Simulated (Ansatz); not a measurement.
Members of the series X–O+ and X–S+; each row names its spin state. Isolated molecules, 0 K electronic values unless said otherwise. Strings in code marks are SMILES.

Quantity: adiabatic spin-state energy, in kcal/mol. The DFT solution of `N[S+]` and `[S+]S` is unstable or spin-contaminated; the geometry comes from it. HF references are unrestricted for open shells and restricted for singlets. The restricted reference of `[O+]S`, `N[S+]` and `[S+]S` is unstable towards unrestricted orbitals.

Level 1: frozen-core CCSD(T) with HF/cc-pVQZ and the correlation energy extrapolated as X^-3 from cc-pVTZ and cc-pVQZ // B3LYP-D3(BJ)/def2-TZVP (Ansatz, a first-principles code)
Level 2: frozen-core CCSD(T)/6-31g // B3LYP-D3(BJ)/def2-TZVP (Ansatz)
Level 3: LC-ωPBE/cc-pVTZ // B3LYP-D3(BJ)/def2-TZVP (Ansatz)
Level 4: PBE/cc-pVTZ // B3LYP-D3(BJ)/def2-TZVP (Ansatz)

| species | level 2 | level 3 | level 4 |
|---|---|---|---|
| `[O+]S`: multiplicity 3 minus multiplicity 1 | 3.05 | 17.9 | 18.9 |
| `N[S+]`: multiplicity 3 minus multiplicity 1 | 9.21 | 5.48 | 9.76 |
| `[S+]S`: multiplicity 3 minus multiplicity 1 | -5.75 | -0.98 | 3.28 |

What does level 1 give for each?


- `[O+]S`: multiplicity 3 minus multiplicity 1: 27.4
- `N[S+]`: multiplicity 3 minus multiplicity 1: 14.5
- `[S+]S`: multiplicity 3 minus multiplicity 1: 8.33
